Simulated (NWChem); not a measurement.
The numbers come from NWChem runs, not from measurements. System: methylammonium (CH$_{6}$N (+1)), charge 1, spin multiplicity 1, at a geometry optimised with PBE0/def2-SVP. Level: RHF/STO-3G.

Part of the output:

```
             Northwest Computational Chemistry Package (NWChem) 7.3.0
             --------------------------------------------------------

                                NWChem Input Module
                                -------------------

 Scaling coordinates for geometry "geometry" by  1.889725989
 (inverse scale =  0.529177249)

 Turning off AUTOSYM since
 SYMMETRY directive was detected!

                             Geometry "geometry" -> ""
                             -------------------------

 Output coordinates in angstroms (scale by  1.889725989 to convert to a.u.)

  No.       Tag          Charge          X              Y              Z
 ---- ---------------- ---------- -------------- -------------- --------------
    1 C                    6.0000     0.78880600     0.04750600     0.00000000
    2 N                    7.0000    -0.70027600    -0.04217400     0.00000000
    3 H                    1.0000     1.11011200     0.58681100     0.89894100
    4 H                    1.0000     1.11011200     0.58681100    -0.89894100
    5 H                    1.0000     1.20372300    -0.96739700     0.00000000
    6 H                    1.0000    -1.05626000    -0.54165900     0.82648800
    7 H                    1.0000    -1.05626000    -0.54165900    -0.82648800
    8 H                    1.0000    -1.14233600     0.88727600     0.00000000

 Effective nuclear repulsion energy (a.u.)      47.8295271957

            Nuclear Dipole moment (a.u.)
            ----------------------------
        X                 Y               Z
 ---------------- ---------------- ----------------
    -0.0000094486     0.0000018897     0.0000000000

      Symmetry information
      --------------------

 Group name             Cs
 Group number              2
 Group order               2
 No. of unique centers     6

      Symmetry unique atoms

     1    2    3    5    6    8


 Summary of "ao basis" -> "" (spherical)
 ------------------------------------------------------------------------------
       Tag                 Description            Shells   Functions and Types
 ---------------- ------------------------------  ------  ---------------------
 *                           sto-3g                   on all atoms

 Summary of "ao basis" -> "ao basis" (spherical)
 ------------------------------------------------------------------------------
       Tag                 Description            Shells   Functions and Types
[...]
     8      0.618444  2 N  px                 3     -0.429077  1 C  px
     7      0.177183  2 N  s                 11     -0.167792  3 H  s
    12     -0.167792  4 H  s                 13     -0.167797  5 H  s
     2     -0.163748  1 C  s

 Vector    8  Occ=2.000000D+00  E=-7.698454D-01  Symmetry=a'
              MO Center=  8.0D-01, -1.5D-01,  3.2D-12, r^2= 1.4D+00
   Bfn.  Coefficient  Atom+Function         Bfn.  Coefficient  Atom+Function
  ----- ------------  ---------------      ----- ------------  ---------------
     4      0.586368  1 C  py                13     -0.450459  5 H  s
    11      0.225231  3 H  s                 12      0.225231  4 H  s
     9     -0.214549  2 N  py                16     -0.179308  8 H  s

 Vector    9  Occ=2.000000D+00  E=-7.698429D-01  Symmetry=a"
              MO Center=  7.8D-01,  2.4D-01, -5.3D-12, r^2= 1.4D+00
   Bfn.  Coefficient  Atom+Function         Bfn.  Coefficient  Atom+Function
  ----- ------------  ---------------      ----- ------------  ---------------
     5      0.587432  1 C  pz                11      0.390111  3 H  s
    12     -0.390111  4 H  s                 10     -0.214937  2 N  pz
    14     -0.155287  6 H  s                 15      0.155287  7 H  s

 Vector   10  Occ=0.000000D+00  E= 2.509815D-01  Symmetry=a'
              MO Center= -4.4D-01, -2.7D-02,  3.6D-16, r^2= 1.8D+00
   Bfn.  Coefficient  Atom+Function         Bfn.  Coefficient  Atom+Function
  ----- ------------  ---------------      ----- ------------  ---------------
     7      1.329915  2 N  s                  3      0.701915  1 C  px
    14     -0.549639  6 H  s                 15     -0.549639  7 H  s
    16     -0.549716  8 H  s                  2     -0.267274  1 C  s
     6     -0.198513  2 N  s

 Vector   11  Occ=0.000000D+00  E= 2.985381D-01  Symmetry=a'
              MO Center= -7.4D-01,  2.0D-01,  1.6D-11, r^2= 1.7D+00
   Bfn.  Coefficient  Atom+Function         Bfn.  Coefficient  Atom+Function
  ----- ------------  ---------------      ----- ------------  ---------------
    16     -0.964522  8 H  s                  9      0.901763  2 N  py
    14      0.482379  6 H  s                 15      0.482379  7 H  s
    13      0.353682  5 H  s                  4      0.305569  1 C  py
    11     -0.176822  3 H  s                 12     -0.176822  4 H  s

 Vector   12  Occ=0.000000D+00  E= 2.985381D-01  Symmetry=a"
              MO Center= -7.2D-01, -2.9D-01, -1.8D-11, r^2= 1.7D+00
   Bfn.  Coefficient  Atom+Function         Bfn.  Coefficient  Atom+Function
  ----- ------------  ---------------      ----- ------------  ---------------
    10      0.903392  2 N  pz                14     -0.835370  6 H  s
    15      0.835370  7 H  s                  5      0.306116  1 C  pz
    11     -0.306284  3 H  s                 12      0.306284  4 H  s

 center of mass
 --------------
 x =  -0.01001924 y =  -0.00060323 z =   0.00000000

 moments of inertia (a.u.)
 ------------------
          21.711141167245          -4.050866398586           0.000000000000
          -4.050866398586          88.728555813454           0.000000000000
           0.000000000000           0.000000000000          88.972660994557

  Mulliken analysis of the total density
  --------------------------------------

    Atom       Charge   Shell Charges
 -----------   ------   -------------------------------------------------------
    1 C    6     6.07   1.99  1.20  2.88
    2 N    7     7.35   1.99  1.54  3.82
    3 H    1     0.86   0.86
    4 H    1     0.86   0.86
    5 H    1     0.86   0.86
    6 H    1     0.67   0.67
    7 H    1     0.67   0.67
    8 H    1     0.67   0.67

       Multipole analysis of the density wrt the origin
       ------------------------------------------------

     L   x y z        total         open         nuclear
     -   - - -        -----         ----         -------
     0   0 0 0      1.000000      0.000000     19.000000

     1   1 0 0     -1.015093      0.000000     -0.000009
     1   0 1 0     -0.061142      0.000000      0.000002
     1   0 0 1     -0.000000      0.000000      0.000000

     2   2 0 0     -5.502493      0.000000     52.194473
     2   1 1 0      0.136656      0.000000      2.502045
     2   1 0 1      0.000000      0.000000      0.000000
     2   0 2 0     -7.763436      0.000000     10.801007
     2   0 1 1      0.000000      0.000000      0.000000
     2   0 0 2     -7.771719      0.000000     10.650180

 Task  times  cpu:        0.0s     wall:        0.0s

 Total times  cpu:        0.1s     wall:        0.1s
```

**Question.** Write an NWChem input that would produce this output.

**Answer.** Several could match; the one computed here: 
```
start mol
memory heap 200 mb stack 900 mb global 1100 mb
charge 1
geometry units angstroms nocenter noautoz
  C      0.788806     0.047506     0.000000
  N     -0.700276    -0.042174     0.000000
  H      1.110112     0.586811     0.898941
  H      1.110112     0.586811    -0.898941
  H      1.203723    -0.967397     0.000000
  H     -1.056260    -0.541659     0.826488
  H     -1.056260    -0.541659    -0.826488
  H     -1.142336     0.887276     0.000000
  symmetry group Cs
end
basis spherical
  * library sto-3g
end
scf
  rhf
  nopen 0
  maxiter 100
  thresh 1e-7
  semidirect memsize 60000000 filesize 0
end
task scf energy
```
